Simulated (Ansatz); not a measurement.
Al₆O₁₅H₁₂, a hydroxylated oxide cluster. The state is a singlet with charge 0. Geometry PBE-D4/def2-SVP; atoms count from 1.

```xyz
33

Al   -1.5454    0.8458   -0.1821
Al    1.0026   -1.4475    0.1110
Al    1.1690    1.5939   -1.5476
Al   -1.0895   -1.5959    1.7889
Al    0.3987    0.7766    2.2909
Al   -0.7101   -0.7908   -2.6393
O    -2.6719    1.5273    0.9635
O    -0.2737    2.1676   -0.5849
O    -2.8228   -1.5271    1.8186
O    -0.2649    2.3932    2.0942
O     2.1037    0.6611    2.4428
O    -0.5365   -0.5434    3.2460
O    -0.3253   -0.1510    0.8287
O     1.8379    0.1755   -0.6728
O     2.3465    2.7275   -2.0559
O     0.4014   -1.8905   -1.6199
O     0.4163    0.6731   -2.9584
O    -1.8791   -0.0878   -1.5818
O    -1.0372   -1.6535   -4.0926
O     2.6182   -1.6425    0.8440
O     0.0141   -2.6746    1.0226
H    -3.2298    0.8521    1.3968
H    -0.0911    2.5297    0.3521
H    -3.3306   -2.1319    1.2534
H    -1.2528    2.3874    2.0392
H     2.5073   -0.1646    2.0796
H    -0.5025   -0.7487    4.1938
H     2.7276    0.1855   -0.2664
H     2.2297    3.6888   -2.0462
H     0.0364   -2.7967   -1.5610
H     0.9447    0.6608   -3.7777
H    -1.8799   -1.5480   -4.5591
H     2.6891   -2.4515    1.3797
```

Single mean-field runs in def2-TZVP are fitted with def2-universal-jkfit.

(1) Estimate the Mulliken populations of the heavy atoms from the PBE0/def2-TZVP orbitals of Ansatz.

(2) And the Mayer bond orders between heavy atoms (over 0.3)?

## Answers

(1) 
```tsv
atom	charge (e)
Al1	0.55
Al2	0.53
Al3	0.58
Al4	0.63
Al5	0.64
Al6	0.54
O7	-0.62
O8	-0.41
O9	-0.59
O10	-0.60
O11	-0.57
O12	-0.49
O13	-0.39
O14	-0.44
O15	-0.57
O16	-0.41
O17	-0.43
O18	-0.38
O19	-0.59
O20	-0.63
O21	-0.52
```
Mulliken values depend strongly on the basis.

(2) Al1–O7 1.11 (1.75 Å); Al1–O8 0.68 (1.88 Å); Al1–O13 0.60 (1.87 Å); Al1–O18 1.16 (1.72 Å); Al2–O13 0.46 (1.99 Å); Al2–O14 0.54 (1.99 Å); Al2–O16 0.71 (1.89 Å); Al2–O20 1.06 (1.78 Å); Al2–O21 1.00 (1.82 Å); Al3–O8 0.80 (1.83 Å); Al3–O14 0.85 (1.80 Å); Al3–O15 1.26 (1.71 Å); Al3–O17 0.76 (1.85 Å); Al4–O9 1.15 (1.73 Å); Al4–O12 0.63 (1.88 Å); Al4–O13 0.59 (1.90 Å); Al4–O21 1.27 (1.72 Å); Al5–O10 1.04 (1.76 Å); Al5–O11 1.26 (1.72 Å); Al5–O12 0.66 (1.88 Å); Al5–O13 0.61 (1.88 Å); Al6–O16 0.71 (1.87 Å); Al6–O17 0.66 (1.87 Å); Al6–O18 1.15 (1.73 Å); Al6–O19 1.23 (1.72 Å).
